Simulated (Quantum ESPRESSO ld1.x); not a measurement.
Results of a calculation; reference values are marked as such.
Question: These are the eigenvalues of the occupied orbitals of an atom or ion with whole-number occupations (hartree). Code: ld1.x of Quantum ESPRESSO 7.5. Model: scalar-relativistic Kohn-Sham, LDA (Slater exchange, VWN5 correlation), spin-unpolarised, spherical densities, point nucleus.

orbital  eigenvalue
1s         -2713.47
2s         -473.144
2p         -412.205
3s         -110.579
3p         -92.6895
3d         -72.6782
4s         -23.8122
4p         -17.9429
4d         -10.6574
5s         -4.00972
4f         -2.55675
5p         -2.51145
5d         -0.85378

Which element is it, and in what charge state? The configuration may be excited.

Answer: Z = 76, osmium, charge +2: Os2+ in [Xe] 4f14 5d6. The list shows which subshells hold electrons but not how many an open one holds; the 1s level, -2713.5 hartree, gives Z - s = 73.7 by -(Z - s)^2/2, which with screening and relativity narrows Z to a few neighbours, and the depths of the outer levels then fix element, charge and occupations together.
